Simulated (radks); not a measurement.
Question: Species: La2+. Configuration: [Xe] 5d1. Calculated with a radial shooting solver on a logarithmic mesh with Libxc functionals: scalar-relativistic Kohn-Sham, r2SCAN, spin-polarised, spherical densities, finite nucleus; open shells are filled with parallel spins first (spin-orbit coupling, left out, can overturn this in heavy ions); meta-GGA in the generalised Kohn-Sham scheme; Fermi nuclear charge, rms radius 4.855 fm; hard spherical wall at 3.5 bohr. Some entries of the table are withheld. Estimate them.

| orbital | occ. | eigenvalue (eV) | <1/r> (bohr^-1) |
|---|---|---|---|
| 1s down | 1 | -38820.05 | 62.01 |
| 1s up | 1 | -38820.04 | 62.01 |
| 2s up | 1 | -6204.176 | 14.29 |
| 2s down | 1 | -6204.079 | 14.29 |
| 2p up | 3 | -5558.007 | 13.55 |
| 2p down | 3 | -5557.937 | 13.55 |
| 3s up | 1 | -1339.481 | 5.187 |
| 3s down | 1 | -1339.462 | 5.187 |
| 3p up | 3 | -1131.942 | 4.909 |
| 3p down | 3 | -1131.914 | 4.909 |
| 3d up | 5 | -834.0543 | 4.646 |
| 3d down | 5 | -833.9890 | 4.646 |
| 4s up | 1 | -279.1021 | 2.144 |
| 4s down | 1 | -278.9807 | 2.143 |
| 4p up | 3 | -211.2446 | 1.979 |
| 4p down | 3 | -211.1383 | 1.978 |
| 4d up | 5 | -112.7830 | 1.719 |
| 4d down | 5 | -112.6732 | 1.719 |
| 5s up | 1 | -48.5208 | 0.8414 |
| 5s down | 1 | -47.8759 | 0.8477 |
| 5p up | 3 | -31.3177 | 0.7479 |
| 5p down | 3 | -30.4381 | 0.7544 |
| 4f up | 0 | -11.2311 | (1) |
| 4f down | 0 | -10.8720 | (2) |
| 5d up | 1 | -6.6700 | 0.6434 |
| 5d down | 0 | -5.4089 | 0.6494 |
| 6s up | 0 | 11.6000 | 0.6566 |
| 6s down | 0 | 12.9426 | 0.6582 |
| 6p up | 0 | 24.9820 | 0.6765 |
| 6p down | 0 | 26.4700 | 0.6796 |

Answer: 
(1) 4f up <1/r> (bohr^-1): 1.160
(2) 4f down <1/r> (bohr^-1): 1.171
